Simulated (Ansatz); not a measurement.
A nudged elastic band was laid between two geometries of C$_{2}$H$_{4}$NSi (8 atoms, charge -1, multiplicity 1).

Computed with Ansatz 0.2.0, RKS PBE0-D4/cc-pVDZ.

```
movable images  : 5
climbing image  : yes
spring          : 5.0 eV/Å²
optimiser       : quadratic models (default)
start path      : IDPP
force threshold : 0.05 eV/Å
iteration limit : 60
end points      : relaxed
```

Initial state:

```xyz
8
Properties=species:S:1:pos:R:3
N 1.001 1.230 0.000
C -0.087 1.298 -0.621
C -0.256 0.317 0.437
Si -0.488 -1.598 0.137
H -0.476 1.811 -1.513
H -0.737 0.728 1.347
H 0.543 -1.695 -1.023
H 0.500 -2.091 1.236
```

Final state:

```xyz
8
Properties=species:S:1:pos:R:3
N 0.441 0.961 -1.825
C -0.359 1.128 -0.874
C -0.441 0.252 0.323
Si 0.594 -1.135 0.540
H -1.146 1.978 -0.782
H -1.181 0.470 1.121
H 1.681 -1.710 -0.303
H 0.413 -1.942 1.800
```

(1) Which bonds break or form, and what moves?

(2) Give the energies along the band, and the barrier.

(3) What is the geometry of the highest image?

(4) What are the harmonic wavenumbers there?

Answers

(1) Bonds broken: N1–C3. The dihedral H5–C2–C3–Si4 goes from 62 to -180°.

(2) The run converged. The highest image is number 4 of 0 to 6, 0.74 eV above the first end and 0.14 eV above the last; the last end lies 0.60 eV above the first. A vibrational analysis at the climbing image gives one clearly imaginary mode, 207i cm⁻¹: a first-order saddle point. The orbitals stay closed-shell, which can raise the energy where a bond breaks towards radicals; this wasn't checked here. Limits of this set-up: an anion without diffuse functions, the dipole of an ion depends on the origin.

| image | path coordinate (Å) | energy (eV) | N1–C3 (Å) | dihedral H5–C2–C3–Si4 (°) |
| --- | --- | --- | --- | --- |
| 0 | 0.00 | 0.00 | 1.61 | 62 |
| 1 | 0.52 | 0.02 | 1.61 | 64 |
| 2 | 1.05 | 0.27 | 1.79 | 87 |
| 3 | 1.57 | 0.65 | 2.20 | 114 |
| 4 | 2.10 | 0.74 | 2.38 | 138 |
| 5 | 2.65 | 0.67 | 2.44 | 158 |
| 6 | 3.20 | 0.60 | 2.43 | -180 |

(3) 
```xyz
8
Properties=species:S:1:pos:R:3:forces:R:3
N 0.928 1.485 -1.257 0.00 0.00 0.00
C -0.205 1.273 -0.766 0.00 0.01 -0.01
C -0.374 0.226 0.282 -0.01 -0.01 0.01
Si 0.127 -1.474 0.348 0.00 0.00 0.00
H -1.147 1.912 -0.922 0.00 -0.01 0.00
H -0.982 0.539 1.158 0.00 0.00 0.00
H 1.215 -1.953 -0.579 0.00 0.00 0.00
H 0.438 -2.007 1.735 0.00 0.00 0.00
```

(4) 207i, 182, 288, 344, 461, 652, 728, 769, 862, 926, 1045, 1253, 1320, 1701, 2079, 2153, 2498, 3013 cm⁻¹.

The run took 63 s on 1 thread of AMD EPYC 9R45 (Zen 5), on a shared host, peak memory 0.17 GiB.
